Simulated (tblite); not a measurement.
Compound: C6H14ClFSi.
Numbering: `[CH3:1][C@@H:2]([SiH3:3])[C@:4]([CH3:5])([CH2:6][F:7])[CH2:8][Cl:9]` (hydrogens: H10, H11, H12 on C1; H13 on C2; H14, H15, H16 on Si3; H17, H18, H19 on C5; H20, H21 on C6; H22, H23 on C8)

Computed with GFN2-xTB (tblite), gas phase: L-BFGS steps from a force-field or distance-geometry start until the largest atomic force falls under 0.01 eV/Å.

At the end of the run (lengths in Å): C2–C4 1.542, Si3–H16 1.467, Si3–H14 1.460, C4–C8 1.534, C1–H10 1.088, C1–C2 1.531, Si3–H15 1.461, C2–C4–C8 110.3°, C2–C4–C5 112.1°, Si3–C2–C4 115.8°, C6–C4–C8 106.8°, C1–C2–C4–C5 46°, C2–C4–C6–F7 -68°, C2–C4–C8–Cl9 -63°, H13–C2–C4–C5 -71°, H13–C2–C1–H10 -66°.

Task: These geometries were met on the way; a selection of coordinates is given. Order them by energy above the end point, lowest first.
A. C2–C4 1.544, Si3–H16 1.467, Si3–H14 1.460, C4–C8 1.535, C1–H10 1.088, C1–C2 1.531, Si3–H15 1.459, C2–C4–C8 110.9°, C2–C4–C5 111.3°, Si3–C2–C4 116.5°, C6–C4–C8 106.4°, C1–C2–C4–C5 56°, C2–C4–C6–F7 -67°, C2–C4–C8–Cl9 -56°, H13–C2–C4–C5 -60°, H13–C2–C1–H10 -59°
B. C2–C4 1.544, Si3–H16 1.468, Si3–H14 1.461, C4–C8 1.535, C1–H10 1.087, C1–C2 1.532, Si3–H15 1.459, C2–C4–C8 112.1°, C2–C4–C5 110.8°, Si3–C2–C4 117.5°, C6–C4–C8 105.6°, C1–C2–C4–C5 57°, C2–C4–C6–F7 -64°, C2–C4–C8–Cl9 -58°, H13–C2–C4–C5 -58°, H13–C2–C1–H10 -61°
C. C2–C4 1.551, Si3–H16 1.461, Si3–H14 1.451, C4–C8 1.535, C1–H10 1.087, C1–C2 1.532, Si3–H15 1.449, C2–C4–C8 113.0°, C2–C4–C5 111.0°, Si3–C2–C4 118.0°, C6–C4–C8 104.9°, C1–C2–C4–C5 57°, C2–C4–C6–F7 -64°, C2–C4–C8–Cl9 -59°, H13–C2–C4–C5 -58°, H13–C2–C1–H10 -60°
D. C2–C4 1.567, Si3–H16 1.480, Si3–H14 1.469, C4–C8 1.557, C1–H10 1.087, C1–C2 1.544, Si3–H15 1.460, C2–C4–C8 113.4°, C2–C4–C5 110.8°, Si3–C2–C4 118.0°, C6–C4–C8 105.1°, C1–C2–C4–C5 56°, C2–C4–C6–F7 -65°, C2–C4–C8–Cl9 -59°, H13–C2–C4–C5 -59°, H13–C2–C1–H10 -58°
E. C2–C4 1.592, Si3–H16 1.495, Si3–H14 1.487, C4–C8 1.551, C1–H10 1.110, C1–C2 1.552, Si3–H15 1.481, C2–C4–C8 113.6°, C2–C4–C5 109.2°, Si3–C2–C4 116.9°, C6–C4–C8 106.5°, C1–C2–C4–C5 56°, C2–C4–C6–F7 -66°, C2–C4–C8–Cl9 -58°, H13–C2–C4–C5 -60°, H13–C2–C1–H10 -58°

Result: A (0.018 eV), B (0.031 eV), C (0.053 eV), D (0.109 eV), E (0.184 eV).

| step | E above end (eV) | rms distance from the end, all atoms (Å) | largest force (eV/Å) | rms shift of all bonds from the end (Å) |
| --- | --- | --- | --- | --- |
| 49 | 0.018 | 0.194 | 0.034 | 0.001 |
| 11 | 0.031 | 0.243 | 0.110 | 0.002 |
| 5 | 0.053 | 0.246 | 0.225 | 0.004 |
| 2 | 0.109 | 0.251 | 0.354 | 0.010 |
| 0 | 0.184 | 0.253 | 0.913 | 0.018 |

Rows stand in the order of the answer.
